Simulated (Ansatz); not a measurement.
`[O]=[W]([OH])([F])=[S]` + H–F → `[O]=[W]([F])([F])=[S]` + H₂O at 700 K and 1 bar (ligand exchange at a W–O bond).

Gas-phase electronic energies from Ansatz, PBE0-D4/def2-TZVP geometries. CCSD(T)/CBS adds triple-zeta CCSD(T) − MP2 to the extrapolated MP2 energy (def2 sets, frozen cores). This one scheme is used for every species. def2 core potentials past Kr. For W outer-core shells are correlated without core-valence functions, which leaves a few kJ/mol of doubt a bond. One conformer a species, not always the lowest.

| species | CCSD(T)/CBS energy (Eh) | H − E (kJ/mol) | S (J/(mol·K)) |
| --- | --- | --- | --- |
| `[O]=[W]([OH])([F])=[S]` | -715.66256 | 116.9 | 436.5 |
| H–F | -100.39570 | 45.2 | 198.5 |
| `[O]=[W]([F])([F])=[S]` | -739.68280 | 81.0 | 418.7 |
| H₂O | -76.37941 | 80.5 | 218.4 |

H − E and S are ideal-gas, rigid-rotor, harmonic terms from PBE0-D4/def2-TZVP, for one conformer and one mirror image of each species. 1 Eh = 2625.50 kJ/mol, R = 8.31446 J/(mol·K).

Problem. By hand: ΔE, ΔH, ΔS and ΔG.

Solution. ΔE = (-739.68280) + (-76.37941) − (-715.66256) − (-100.39570) = -0.00395 Eh = -10.4 kJ/mol. Δ(H − E) = 81.0 + 80.5 − 116.9 − 45.2 = -0.6, so ΔH = -11.0 kJ/mol. ΔS = 418.7 + 218.4 − 436.5 − 198.5 = 2.1 J/(mol·K). ΔG = -11.0 − 700 × (2.1)/1000 = -12.5 kJ/mol.

Problem. By hand: the equilibrium constant, and the temperature at which ΔG would vanish if ΔH and ΔS stayed fixed.

Solution. log₁₀ K = −ΔG/(RT ln 10) = 0.9. ΔH and −TΔS have one sign here, so there is no such temperature.

The number of gas molecules stays the same, so ΔS is small and ΔH decides. A doubt of 5 kJ/mol in ΔE shifts log₁₀ K by 0.4 here. Other conformers and mirror images would add mixing entropy, several J/(mol·K) or more a flexible species. These are equilibria of isolated gas molecules and say nothing of rates. Largest T1 diagnostic: 0.023 (customary marks: 0.02 for closed shells, 0.045 for open ones).

ΔS is within the doubt of such terms, so its sign, and with it that verdict, could turn.
